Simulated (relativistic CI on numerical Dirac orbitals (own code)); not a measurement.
# Hyperfine structure of Pb³²⁺, mass number 207

Method of calculation: Dirac-Coulomb-Breit CI, separate exchange-only KLI orbitals for each configuration, QED by a radiative potential, unscaled Slater integrals (own radial code, finite nucleus).

CI space (outside the closed core [Ar] 3d10 4p6): 4s²4d¹⁰4f⁴, 4s²4d¹⁰4f³5s, 4s²4d¹⁰4f³5p, 4s²4d¹⁰4f²5s², 4s²4d¹⁰4f²5s5p, 4s²4d¹⁰4f³5d, 4s²4d¹⁰4f²5p², 4s²4d¹⁰4f²5s5d, 4s4d¹⁰4f⁵, 4s²4d⁹4f³5s², 4s²4d¹⁰4f³5f, 4s²4d¹⁰4f³6s, 4s²4d¹⁰4f³6p. Levels of other configurations are missing.

Nuclear spin I = 1/2, μ = 0.5906 μN (tables of Stone and Pyykkö). The electronic factors are computed for point nuclear moments, without core polarisation or the Bohr-Weisskopf and QED corrections.

| Level | E (cm⁻¹) | A (MHz) |
| --- | --- | --- |
| 4s²4d¹⁰4f⁴ ⁵I4 | 0.0 | 8353 |
| 4s²4d¹⁰4f⁴ ⁵I5 | 33758.4 | 6527 |
| 4s²4d¹⁰4f⁴ ⁵I6 | 56618.7 | 5938 |
| 4s²4d¹⁰4f⁴ ⁵F1 | 68826.0 | 14780 |
| 4s²4d¹⁰4f⁴ ⁵G2 | 83138.4 | 9040 |
| 4s²4d¹⁰4f⁴ ³K6 | 98769.2 | 6294 |

Levels with J = 0, under 50 % of one LS term, or S terms without an open s electron are left out. Small factors come from cancelling terms and can be off by tens of per cent or more.

At this charge energies of transitions that change n are usually good to better than 1 %, and those within a shell (Δn = 0) to a few per cent. Terms inside the open d or f shell come out 10 to 20 % too wide with unscaled integrals.

Give the hyperfine levels of 4s²4d¹⁰4f⁴ ⁵I4 relative to its centre of gravity.

With K = F(F + 1) − I(I + 1) − J(J + 1), E = AK/2: F = 7/2: -20880, F = 9/2: 16710 MHz.

LS names give the leading component of a level, which can be under half, so a name can repeat, a term be missing and a line seem to break the LS rules.
